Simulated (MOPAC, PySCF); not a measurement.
C$_{2}$H$_{5}$ClSi, SMILES `C=C[SiH2]Cl` (C–C–Si–Cl torsion 119°), neutral singlet in the gas phase. 

Z-matrix (Å, degrees):
```
C
C 1 1.3319
H 2 1.0848 1 122.26
H 2 1.0850 3 115.92 1 -179.92
H 1 1.0871 2 118.67 3 -0.34
Si 1 1.8509 5 118.93 2 -179.54
H 6 1.4772 1 109.53 5 179.19
H 6 1.4775 7 110.74 4 124.26
Cl 6 2.0740 7 108.29 8 116.25
```
Charge 0, multiplicity 1.

All levels are single points at this geometry (B3LYP-D3(BJ)/def2-TZVP); Pople sets use spherical d functions. Orbital energies aren't observables, and empty levels follow the basis.

```csv
level,HOMO (eV),LUMO (eV),gap (eV),dipole (D),"vertical IE, Delta-SCF (eV)"
B3LYP-D3(BJ)/def2-TZVP in PySCF,-8.12,-1.15,6.97,1.98,–
PBE-D3(BJ)/def2-TZVP in PySCF,-7.21,-1.94,5.27,1.92,–
B3LYP/LANL2DZ in PySCF,-8.11,-1.07,7.04,2.83,–
BP86/6-31G* in PySCF,-7.12,-1.75,5.37,2.37,–
PBE/6-31G* in PySCF,-7.03,-1.66,5.36,2.37,–
SVWN5/6-31G* in PySCF,-7.16,-1.87,5.29,2.39,–
AM1 in MOPAC,-10.82,-0.38,10.44,2.22,–
PM3 in MOPAC,-10.02,-0.20,9.82,2.51,–
PM6 in MOPAC,-10.66,-0.57,10.09,2.17,–
```
